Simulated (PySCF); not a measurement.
Si(Me)2(Cl)2 (C2H6Cl2Si), SMILES C[Si](C)(Cl)Cl. The structure is a stationary point at PBE-D3(BJ)/def2-SVP. The isomer is the one that the SMILES or the coordinates give; other isomers of the formula were not compared.

Give the equilibrium geometry at PBE-D3(BJ)/def2-SVP (PySCF confirms it by a frequency run) as Cartesian coordinates in Å, and its point group. (The exact figures need the calculation; the answer reports its results.)

point group C2v.
```xyz
11

C      0.0000     1.5712     1.3508
Si     0.0000     0.0000     0.3371
C      0.0000    -1.5712     1.3508
Cl     1.6889     0.0000    -0.8909
Cl    -1.6889     0.0000    -0.8909
H     -0.9013     1.6126     1.9954
H      0.0000     2.4600     0.6899
H      0.9013     1.6126     1.9954
H      0.0000    -2.4600     0.6899
H     -0.9013    -1.6126     1.9954
H      0.9013    -1.6126     1.9954
```
